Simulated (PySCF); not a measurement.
**From computed data to an observable: chemical shift, span and skew from a shielding tensor**

C3H8FNSi, SMILES C/C=N/[C@H](F)[SiH3]. Atoms are numbered in the order given.

```xyz
14

C      2.8551     0.8846    -0.1845
C      1.4776     0.4336    -0.5657
N      0.8058    -0.3544     0.1684
C     -0.5102    -0.7464    -0.1963
F     -0.9218    -0.2878    -1.4571
Si    -1.7348    -0.0522     1.0996
H      3.5821     0.5932    -0.9606
H      3.1491     0.4410     0.7768
H      2.8907     1.9841    -0.1076
H      1.0665     0.8109    -1.5188
H     -0.5438    -1.8504    -0.2316
H     -1.4248    -0.6155     2.4424
H     -3.1247    -0.4216     0.7088
H     -1.5873     1.4295     1.1101
```
Charge 0, spin multiplicity 1.

The structure is a stationary point at ωB97X-D3(BJ)/def2-SVP. The structure was generated by enumeration; whether it is a known compound was not checked. Other conformers were not sampled.

GIAO shieldings from HF/pcSseg-1 run with PySCF, non-relativistic, no solvent. The symmetric part of the tensor of N3 has the principal values -390.1, -104.9, 207.4 ppm. The same nucleus in NH3 has σ = 267.3 ppm at this level (PySCF, at its B3LYP-D3(BJ)/def2-TZVP geometry).

Problem. Work out the isotropic shielding, the ¹⁵N shift against NH3, the span and the skew.

Solution. 
σ(iso) = (σ11 + σ22 + σ33)/3 = -95.9 ppm. δ = σ(ref) − σ(iso) = 267.3 − (-95.9) = 363.2 ppm.
Span Ω = σ33 − σ11 = 597.5 ppm. Skew κ = 3(σ(iso) − σ22)/Ω = 0.05. Tumbling in solution averages the tensor to δ; in a static solid the shielding alone would spread this spin-1/2 line over Ω.
